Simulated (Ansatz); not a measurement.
Reaction (hydrogenolysis of the Si–O bond): `OBN[SiH2]O` + H₂ → `OBN[SiH3]` + H₂O

Gas-phase electronic energies from Ansatz, PBE0-D4/def2-TZVP geometries. CCSD(T)/CBS adds triple-zeta CCSD(T) − MP2 to the extrapolated MP2 energy (def2 sets, frozen cores). This one scheme is used for every species. Functionals use def2-TZVPP. HSE06 is defined as in plane-wave codes. One conformer a species, not always the lowest.

`OBN[SiH2]O`:

Cartesian coordinates in Å:
```
O -0.190 0.027 -2.308
B -0.042 1.044 -1.416
N -0.059 0.870 0.000
Si -0.204 -0.565 0.930
O 1.240 -0.905 1.637
H -0.317 -0.836 -1.904
H 0.108 2.142 -1.872
H 0.077 1.726 0.519
H -0.609 -1.646 -0.012
H -1.237 -0.422 1.991
H 1.233 -1.435 2.434
```

H₂:

Cartesian coordinates in Å:
```
H -0.118 -0.025 -0.353
H 0.118 0.025 0.353
```

`OBN[SiH3]`:

Z-matrix (Å, degrees):
```
Si
N 1 1.742
H 1 1.487 2 106.6
H 1 1.485 2 111.7 3 -119.1
H 1 1.485 2 111.6 3 119.1
B 2 1.410 1 125.7 3 -179.6
H 2 1.007 1 117.3 3 0.4
O 6 1.369 2 117.2 1 -0.0
H 6 1.201 2 121.4 1 179.9
H 8 0.957 6 113.4 2 180.0
```

H₂O:

```xyz
3

O    -0.369   -0.124   -0.001
H     0.408   -0.601    0.300
H    -0.039    0.726   -0.300
```

```csv
level,ΔE (eV)
HSE06-D4,0.74
CAM-B3LYP-D4,0.81
ωB97M-V,0.80
CCSD/def2-SVP,0.59
CCSD(T)/def2-SVP,0.61
CCSD/def2-TZVPP,0.75
CCSD(T)/def2-TZVPP,0.78
CCSD/CBS(def2),0.75
```

Task: What does CCSD(T)/CBS give? (Estimate.)

Result: Ansatz gave: +0.78 eV. The listed levels differ from it by -0.04, 0.03, 0.02, -0.19, -0.17, -0.03, 0.00, -0.03 eV.

Largest T1 diagnostic among the species: 0.012.

Leaving LDA and LC-ωPBE aside and taking each functional with its dispersion term where it has one, the values, not all of them listed here, spread over 0.11 eV, from HSE06-D4 to r2SCAN-D4. LDA lies +0.08 eV from PBE without D4. From r2SCAN to r2SCAN0 (25 % exact exchange), in def2-TZVPP and without D4, ΔE moves by −0.03 eV. The D4 term adds +0.05 eV with B3LYP and +0.03 eV with PBE0; it sums over pairs of atoms, weighted by their polarisabilities, and B3LYP, whose exchange is more repulsive, gets the larger term.

B3LYP here is the variant with VWN-RPA as its local correlation; programs differ in this.
